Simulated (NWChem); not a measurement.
GeSiH₄F₂; SMILES F[SiH](F)[GeH3]

```xyz
8

Si     0.0000    -1.0433    -0.4022
F      1.3155    -1.7144     0.2990
F     -1.3159    -1.7137     0.2989
Ge     0.0001     1.2955     0.0514
H      0.0000    -1.4421    -1.8470
H     -1.2581     1.9564    -0.5685
H      1.2632     1.9553    -0.5597
H     -0.0053     1.5345     1.5817
```
Atoms are numbered in this order, from 1.

Program: NWChem. Coordinates come from a PBE-D3(BJ)/def2-SVP optimisation.

Question: Taking PBE/pcseg-2 as the yardstick, which of these has the fewest basis functions while keeping “dipole (D)” within 0.1 D of it: PBE/pcseg-1; PBE/STO-3G; PBE/def2-SVP; PBE/aug-pcseg-1?

Answer: PBE/pcseg-1 (a larger set in the list lies outside the tolerance).
| level | basis functions | dipole (D) |
|---|---|---|
| PBE/STO-3G | 41 | 0.48 |
| PBE/pcseg-1 | 93 | 1.88 |
| PBE/def2-SVP | 98 | 1.56 |
| PBE/aug-pcseg-1 | 145 | 1.80 |
| PBE/pcseg-2 | 193 | 1.82 |

The yardstick is one finite set, not the basis-set limit.
